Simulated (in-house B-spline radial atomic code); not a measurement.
# Ionising the aluminium ion Al⁵⁺ with different functionals

Computed with a radial B-spline atomic code at the basis-set limit: four-component Dirac-Coulomb Hamiltonian, Fermi nucleus of rms radius 3.061 fm, spin-restricted, spherical fractional occupations for the functionals. The ionisation energy is the difference of two self-consistent energies, [He] 2s2 2p4 → [He] 2s2 2p3, without Breit or QED terms; ε is the level of the shell that loses the electron (mean over j). The electron is taken from both j subshells in proportion to 2j + 1, so the result is a j average, not the step between ground levels.

Hybrids are left out here: with spherical fractional occupations of an open shell their exact exchange keeps a self-interaction that integer-occupation calculations don't have.

| method | rung | ΔSCF (eV) | -ε(2p) (eV) |
| --- | --- | --- | --- |
| LDA VWN5 | LDA | 196.14 | 176.20 |
| relativistic LDA | LDA | 196.10 | 176.17 |
| LDA PW92 | LDA | 196.13 | 176.19 |
| LDA exchange-only | LDA | 193.92 | 174.01 |
| PBE | GGA | ? | ? |
| PBEsol | GGA | 195.89 | 175.96 |
| BLYP | GGA | 196.29 | 176.31 |
| RPBE | GGA | 196.08 | 176.14 |
| PW91 | GGA | 196.42 | 176.44 |
| BP86 | GGA | 196.30 | 176.34 |
| AM05 | GGA | 195.82 | 175.90 |
| OLYP | GGA | ? | ? |

(1) What does OLYP give?

(2) What does PBE give?

(3) How do they compare with the NIST value?

Answers

(1) ΔSCF 196.57 eV, and -ε(2p) = 176.65 eV.

(2) ΔSCF 196.16 eV, and -ε(2p) = 176.20 eV.

(3) NIST lists 190.49 eV ± 0.05 (semi-empirical, ground level to ground level). Errors run from +3.43 to +6.08 eV. The correlated functionals all miss on the same side by more than they spread, so the cause is common to them (Breit-QED terms, spin polarisation, the choice among j levels, multiplet and fine-structure energies, or a listed next ion that isn't the cheapest removal here) and closeness doesn't rank the functionals.
